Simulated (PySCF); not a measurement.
NbOBr2, SMILES [O]=[Nb]([Br])[Br] (connectivity only; charge and spin as stated), neutral, multiplicity 2.

Coordinates come from a B3LYP-D3(BJ)/def2-SVP optimisation. The multiplicity is an assumed one; other spin states were not compared. The def2 effective core potentials stand for the cores of Nb; spin–orbit coupling is left out.

These are PBE/def2-TZVPD in PySCF values and carry that method's errors.

Isolated molecule, no solvent.

```yaml
total_energy: -5279.90771 hartree
point_group: C2v
"α spin, highest occupied and lowest empty level": -5.77 and -4.71 eV
"β spin, highest occupied and lowest empty level": -7.77 and -4.33 eV
dipole_moment: 1.05 D
quadrupole, principal values (traceless, Buckingham form, about the centre of nuclear charge): -5.19, -0.53, 5.72 D·Å
mean_static_polarisability: 94.2 bohr³ (13.96 Å³)
polarisability_principal_values: 72.8, 87.0, 122.8 bohr³
"⟨S²⟩": 0.757 (pure state 0.75)
```
